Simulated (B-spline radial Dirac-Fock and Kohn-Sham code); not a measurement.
Eu⁺: non-radiative channels of the 3d3/2 vacancy

System: europium as Eu⁺, [Xe] 4f6 6s2 (not the ground configuration).

Method: a relativistic independent-particle model: LDA orbitals of the hole state, radiative multipoles to third order, Auger rates from the Coulomb interaction with a continuum orbital, Dirac-Fock energies. Computed with a radial B-spline solver. Kinetic energies are configuration averages from the vacuum level; the two-hole energies are estimated from single-hole states.

```
transition  kinetic energy (eV)  width (meV)  share (%)
   M4-N1N4                601.3         76.1        8.0
   M4-N2N4                678.5         64.4        6.7
   M4-N3N4                705.1          139       14.6
   M4-N4N4                829.7          118       12.4
   M4-N4N5                834.5          241       25.3
   M4-N4O3                964.8         20.2        2.1
   M4-N4N7                975.4         51.0        5.3
   M4-N4N6                975.7         39.4        4.1
   M4-N5N6                980.1         39.6        4.1
   M4-N6N7               1120.1         35.8        3.8
```

The listed channels hold 86 % of the non-radiative rate. Summed by principal shells, of 0.954 eV in all: MNN 93.9 %, MNO 5.6 %, MNP 0.3 %, MMP 0.2 %.
